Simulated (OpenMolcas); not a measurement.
**Ar+: effect of the IPEA shift**

```json
{"Program": "OpenMolcas", "Basis": "ANO-RCC-VTZP [5s4p2d1f]", "Scalar Hamiltonian": "DKH2, point nucleus", "Active space": "7 electrons in 8 orbitals (3s 3p 4s 4p)", "State averaging": "2S+1 = 2 odd, 3 roots; 2S+1 = 2 even, 1 root", "Spin-orbit coupling": "RASSI with atomic mean-field integrals over the reference wave functions, term energies averaged over their components"}
```

Methods on the same reference wave functions:
A. CASSCF
B. SS-CASPT2, IPEA 0 Eh, imaginary shift 0.1 Eh (closed shells correlated: 2s 2p)
C. SS-CASPT2, IPEA 0.25 Eh, imaginary shift 0.1 Eh (closed shells correlated: 2s 2p)

Energies in cm⁻¹ above 3s² 3p⁵ ²P°_3/2, the measured ground level; measured values from NIST Handbook of Basic Atomic Spectroscopic Data.

```
          Level       A       B       C  Measured
3s² 3p⁵ ²P°_3/2     0.0     0.0     0.0       0.0
3s² 3p⁵ ²P°_1/2    1348    1348    1348      1432
  3s 3p⁶ ²S_1/2  149264  122299  126079    108722
```

Deviations, from unrounded energies. A percentage is the sum of absolute deviations over the sum of measured energies, with the sign that they share, or ± where signs differ.

```
                  Against measurement  Levels      A      B      C
       mean absolute deviation (cm-1)       2  20000   6800   8700
fine structure of the ground term (%)       1   -5.9   -5.9   -5.9
             other configurations (%)       1  +37.3  +12.5  +16.0
```

B lies closest to measurement on these levels and A furthest from it. The largest miss of B in the table is 3s 3p⁶ ²S_1/2, by +14000 cm-1. The ranking rests on the paired levels alone, and a cruder setting can come out closer through cancelling errors.

Between B and C the level of the table that moves most is 3s 3p⁶ ²S_1/2, by 3800 cm-1 (lowest in B, highest in C).

The lowest spin-free term lies below A's lowest term by 0.183 hartree in B, 0.179 hartree in C.

Over all roots computed the reference weight is 0.83 to 0.95 in B, 0.87 to 0.95 in C; the roots of lowest weight are the least certain, and an intruder state may touch them. Active for correlation alone: 4p 4s; no level in the range computed is led by a configuration that fills them, so any true level of that kind is missing. Without dynamic correlation excited terms often stand tens of per cent too high (terms of higher spin than the ground term too low), and those without a measured partner can miss by more than the paired ones (holds for A). Computed and measured levels are paired by configuration, term and J; levels that our copy of the source lacks, or whose pairing is in doubt (as where it misses far off the trend of its configuration), stay unpaired and out of the deviations. Levels of configurations outside the active space are missing.

° marks odd parity.
